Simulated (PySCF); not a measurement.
## Stretching CsO

Set-up: Cs x2c-TZVPPall, O x2c-TZVPPall; spin-free X2C with a Gaussian nucleus (PySCF 2.14). Energies in eV from Cs + O in their ground configurations at the same level. State: ²Σ⁺ (doublet), unpaired electrons σ ↑.

All columns are TPSSh. A positive dipole means Cs(−)O(+).

```csv
R (Å),E (eV),μ (D),Mulliken charge on Cs (basis-dependent),HOMO (eV),LUMO (eV),Mayer bond order,⟨S²⟩
1.959,-2.781,-5.14,0.45,-5.51,-2.10,1.23,0.75
2.050,-3.060,-5.71,0.49,-5.20,-2.00,1.09,0.75
2.141,-3.216,-6.27,0.53,-4.91,-1.89,0.98,0.75
2.210,-3.272,-6.70,0.55,-4.71,-1.80,0.91,0.75
2.278,-3.287,-7.13,0.57,-4.51,-1.71,0.85,0.75
2.346,-3.270,-7.55,0.59,-4.33,-1.63,0.81,0.75
2.438,-3.207,-8.10,0.61,-4.10,-1.53,0.75,0.75
2.551,-3.085,-8.78,0.63,-3.83,-1.44,0.70,0.76
2.688,-2.900,-9.57,0.65,-3.54,-1.41,0.66,0.76
2.870,-2.625,-10.60,0.68,-3.20,-1.48,0.61,0.76
```

A fit through these points gives, at Re = 2.273 Å, μ = -7.10 D and dμ/dR = -6.19 D/Å; the reduced mass is 14.28 u.

How strong is the fundamental in the double-harmonic approximation, I = 42.26·(dμ/dR)²/μred km/mol?

I = 42.26·(-6.19)²/14.28 = 113 km/mol at TPSSh.

These are scalar-relativistic numbers at best; spin–orbit coupling would shift them, the dissociation energy most. The state was picked by a PBE0 search and need not be the measured ground state.
